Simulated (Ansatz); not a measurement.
`Cl[B]1[NH][GaH]1`, charge 0, multiplicity 1.

Give a relaxed structure at PBE0-D4/def2-TZVP (Ansatz). (An estimate is asked.)

Computed: 
Z-matrix (Å, degrees):
```
B
N 1 1.371
Ga 1 1.994 2 67.7
Cl 1 1.743 2 137.0 3 180.0
H 2 1.014 1 130.9 3 -180.0
H 3 1.553 1 164.1 2 0.0
```
Point group Cs.
